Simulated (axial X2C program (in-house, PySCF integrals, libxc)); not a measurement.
# Potential curves of PbSi, with spin–orbit coupling

All values were computed with an in-house relativistic program for diatomic molecules. Two-component (2c) means X2C with spin–orbit coupling and atomic mean-field two-electron Coulomb and Gaunt terms. Basis: Pb dyall-v3z [12s14p10d6f], Si dyall-v3z [8s7p2d1f] (cores contracted in-house); Gaussian nuclei, density fitting, unrestricted open shells. Masses: Pb 207.977 u, Si 27.977 u.

State: Ω = 1 (⟨Sz⟩ = 0.66, ⟨Lz⟩ = 0.34 at LDA). Energies in cm⁻¹ from the fragments at the same level (Pb + Si). Fits are polynomials in 1 − R0/R over 0.85 to 1.23 times the lowest point R0.

| R (Å) | LDA |
| --- | --- |
| 2.2185 | -15480 |
| 2.3205 | -18024 |
| 2.3970 | -19062 |
| 2.4735 | -19552 |
| 2.5500 | -19618 |
| 2.6392 | -19278 |
| 2.7285 | -18601 |
| 2.8432 | -17387 |
| 2.9835 | -15584 |
| 3.1875 | -12747 |

The state is one determinant whose occupation by symmetry is held fixed; it was picked as the lowest of a PBE0 search that is not exhaustive. Dissociation energies refer to the lowest single-determinant-based atoms at the same level and basis. Density functionals use the spin component along the axis (collinear). The 2c atoms are single determinants rather than J levels; their spin–orbit lowering is only partly caught, and De is too large by that part. This holds for LDA. Other states lie close and PBE0, whose exact exchange favours high spin, may order them wrongly; the determinant shown need not be the ground state. The nearest other 2c determinant of the search, Ω = 2, lies 0.21 eV up at the distance of the search. The functionals have no current-density term, which raises determinants with orbital currents, atoms included. With several unpaired electrons one determinant need not be a pure state. Open-shell Ω = 0 determinants with evenly filled partner blocks cannot be reached by this program, so the Ω shown need not be the lowest component. This is the Ω = 1 component of a π² triplet; the 0⁺ component is not one determinant and can lie lowest.

(1) What are Re, ωe and De at the LDA level?

Answers

(1) At LDA, 2c: Re = 2.524 Å, ωe ≈ 290 cm⁻¹, De = 2.43 eV to Pb + Si; Be follows as 0.107 cm⁻¹.
